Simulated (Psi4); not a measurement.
cyclohexane (C6H12), singlet, geometry from GFN2-xTB; Psi4 with B3LYP/6-31G.

Here is a job for Psi4.
```
memory 2 GB

molecule {
0 1
  C    -0.66197397    1.12297663   -0.67366385
  C     0.75407601    1.25299157   -0.12037658
  C     1.45787052   -0.10080089   -0.13252080
  C     0.66197397   -1.12297663    0.67366385
  C    -0.75407601   -1.25299157    0.12037658
  C    -1.45787052    0.10080089    0.13252080
  H    -0.61416414    0.80216226   -1.71711692
  H    -1.16380661    2.09274194   -0.64468925
  H     1.32141866    1.97319664   -0.71413349
  H     0.70833863    1.62726918    0.90520925
  H     1.55338037   -0.44915229   -1.16379724
  H     2.46383348   -0.00147979    0.28135615
  H     1.16380661   -2.09274194    0.64468925
  H     0.61416414   -0.80216226    1.71711692
  H    -1.32141866   -1.97319664    0.71413349
  H    -0.70833863   -1.62726918   -0.90520925
  H    -1.55338037    0.44915229    1.16379724
  H    -2.46383348    0.00147979   -0.28135615
}

set basis 6-31g

energy('b3lyp')
print_variables()
```

Problem. What does Psi4 print? Leave out banner, timings and long lists.

Solution. 
```
   => Loading Basis Set <=

    Name: 6-31G
    Role: ORBITAL
    Keyword: BASIS

         ---------------------------------------------------------
                                   SCF
               by Justin Turney, Rob Parrish, Andy Simmonett
                          and Daniel G. A. Smith
                              RKS Reference
         ---------------------------------------------------------

  ==> Geometry <==

    Molecular point group: ci
    Full point group: S2

    Geometry (in Angstrom), charge = 0, multiplicity = 1:

       Center              X                  Y                   Z               Mass
    ------------   -----------------  -----------------  -----------------  -----------------
         C           -0.661973970000     1.122976630000    -0.673663850000    12.000000000000
         C            0.754076010000     1.252991570000    -0.120376580000    12.000000000000
         C            1.457870520000    -0.100800890000    -0.132520800000    12.000000000000
         C            0.661973970000    -1.122976630000     0.673663850000    12.000000000000
         C           -0.754076010000    -1.252991570000     0.120376580000    12.000000000000
         C           -1.457870520000     0.100800890000     0.132520800000    12.000000000000
         H           -0.614164140000     0.802162260000    -1.717116920000     1.007825032230
         H           -1.163806610000     2.092741940000    -0.644689250000     1.007825032230
         H            1.321418660000     1.973196640000    -0.714133490000     1.007825032230
         H            0.708338630000     1.627269180000     0.905209250000     1.007825032230
         H            1.553380370000    -0.449152290000    -1.163797240000     1.007825032230
         H            2.463833480000    -0.001479790000     0.281356150000     1.007825032230
         H            1.163806610000    -2.092741940000     0.644689250000     1.007825032230
         H            0.614164140000    -0.802162260000     1.717116920000     1.007825032230
         H           -1.321418660000    -1.973196640000     0.714133490000     1.007825032230
         H           -0.708338630000    -1.627269180000    -0.905209250000     1.007825032230
         H           -1.553380370000     0.449152290000     1.163797240000     1.007825032230
         H           -2.463833480000     0.001479790000    -0.281356150000     1.007825032230

  Running in ci symmetry.

  Rotational constants: A =      0.14579  B =      0.14579  C =      0.08380 [cm^-1]
  Rotational constants: A =   4370.56319  B =   4370.56318  C =   2512.34333 [MHz]
  Nuclear repulsion =  257.470150920198193

  Charge       = 0
  Multiplicity = 1
  Electrons    = 48
  Nalpha       = 24
  Nbeta        = 24

  ==> Algorithm <==

  SCF Algorithm Type is DF.
  DIIS enabled.
  MOM disabled.
  Fractional occupation disabled.
  Guess Type is SAD.
  Energy threshold   = 1.00e-06
  Density threshold  = 1.00e-06
  Integral threshold = 1.00e-12

  ==> Primary Basis <==

  Basis Set: 6-31G
    Blend: 6-31G
    Number of shells: 54
    Number of basis functions: 78
    Number of Cartesian functions: 78
    Spherical Harmonics?: false
    Max angular momentum: 1

  ==> DFT Potential <==

   => LibXC <=

    Version 7.1.2
    S. Lehtola, C. Steigemann, M. J. T. Oliveira, and M. A. L. Marques,  SoftwareX 7, 1–5 (2018) (10.1016/j.softx.2017.11.002)

   => Composite Functional: B3LYP <=

    B3LYP Hyb-GGA Exchange-Correlation Functional

    P. J. Stephens, F. J. Devlin, C. F. Chabalowski, and M. J. Frisch,  J. Phys. Chem. 98, 11623 (1994) (10.1021/j100096a001)

    Deriv               =              1
    GGA                 =           TRUE
    Meta                =          FALSE

    Exchange Hybrid     =           TRUE
    MP2 Hybrid          =          FALSE

   => Exchange Functionals <=

    0.0800   Slater exchange
    0.7200         Becke 88

   => Exact (HF) Exchange <=

    0.2000               HF

   => Correlation Functionals <=
[...]
    Weights Tolerance      =       1.00E-15

   => Loading Basis Set <=

    Name: (6-31G AUX)
    Role: JKFIT
    Keyword: DF_BASIS_SCF

  ==> Integral Setup <==

  SCF_SUBTYPE=INCORE selected. In-core MEM_DF algorithm will be used.
  Using in-core AOs.

  ==> MemDFJK: Density-Fitted J/K Matrices <==

    J tasked:                   Yes
    K tasked:                   Yes
    wK tasked:                   No
    Algorithm:                 Core
    Schwarz Cutoff:           1E-12
    Mask sparsity (%):       0.5917
    Fitting Condition:        1E-10

   => Auxiliary Basis Set <=

  Basis Set: (6-31G AUX)
    Blend: CC-PVDZ-JKFIT
    Number of shells: 252
    Number of basis functions: 786
    Number of Cartesian functions: 786
    Spherical Harmonics?: false
    Max angular momentum: 3

  Minimum eigenvalue in the overlap matrix is 5.4737615156E-03.
  Reciprocal condition number of the overlap matrix is 9.3672662770E-04.
    Using symmetric orthogonalization.

  ==> Pre-Iterations <==

  SCF Guess: Superposition of Atomic Densities via on-the-fly atomic UHF (no occupation information).

   -------------------------
    Irrep   Nso     Nmo
   -------------------------
     Ag        39      39
     Au        39      39
   -------------------------
    Total      78      78
   -------------------------

  ==> Iterations <==

                           Total Energy        Delta E     RMS |[F,P]|

   @DF-RKS iter SAD:  -235.32070809141192   -2.35321e+02   0.00000e+00
   @DF-RKS iter   1:  -235.31987451960396    8.33572e-04   1.71217e-02 DIIS/ADIIS
   @DF-RKS iter   2:  -234.98554060484284    3.34334e-01   2.20521e-02 DIIS/ADIIS
   @DF-RKS iter   3:  -235.81965593481786   -8.34115e-01   6.30098e-04 DIIS/ADIIS
   @DF-RKS iter   4:  -235.82041692960013   -7.60995e-04   1.41065e-04 DIIS/ADIIS
   @DF-RKS iter   5:  -235.82045865839160   -4.17288e-05   1.53857e-05 DIIS
   @DF-RKS iter   6:  -235.82045907886746   -4.20476e-07   8.09657e-07 DIIS
  Energy and wave function converged.

  ==> Post-Iterations <==

   Electrons on quadrature grid:
      Ntotal   =   47.9998811570 ; deviation = -1.188e-04

    Orbital Energies [Eh]
    ---------------------

    Doubly Occupied:

[...]
    Virtual:

[...]
    Final Occupation by Irrep:
             Ag    Au
    DOCC [    12,   12 ]
    NA   [    12,   12 ]
    NB   [    12,   12 ]

  @DF-RKS Final Energy:  -235.82045907886746

   => Energetics <=

    Nuclear Repulsion Energy =            257.4701509201981935
    One-Electron Energy =                -825.9289864980160019
    Two-Electron Energy =                 362.7201241061505357
    DFT Exchange-Correlation Energy =     -30.0817476072001746
    Empirical Dispersion Energy =           0.0000000000000000
    VV10 Nonlocal Energy =                  0.0000000000000000
    Total Energy =                       -235.8204590788674579

Computation Completed

Properties will be evaluated at   0.000000,   0.000000,   0.000000 [a0]

Properties computed using the SCF density matrix

 Multipole Moments:

 ------------------------------------------------------------------------------------
     Multipole            Electronic (a.u.)      Nuclear  (a.u.)        Total (a.u.)
 ------------------------------------------------------------------------------------

 L = 1.  Multiply by 2.5417464519 to convert [e a0] to [Debye]
 Dipole X            :          0.0000000            0.0000000            0.0000000
 Dipole Y            :          0.0000000            0.0000000            0.0000000
 Dipole Z            :          0.0000000           -0.0000000           -0.0000000
 Magnitude           :                                                    0.0000000

 ------------------------------------------------------------------------------------

  Variable Map:
  ----------------------------------------------------------------------------
[...]
  Array Variable Map:
  ----------------------------------------------------------------------------
[...]
[...]
```
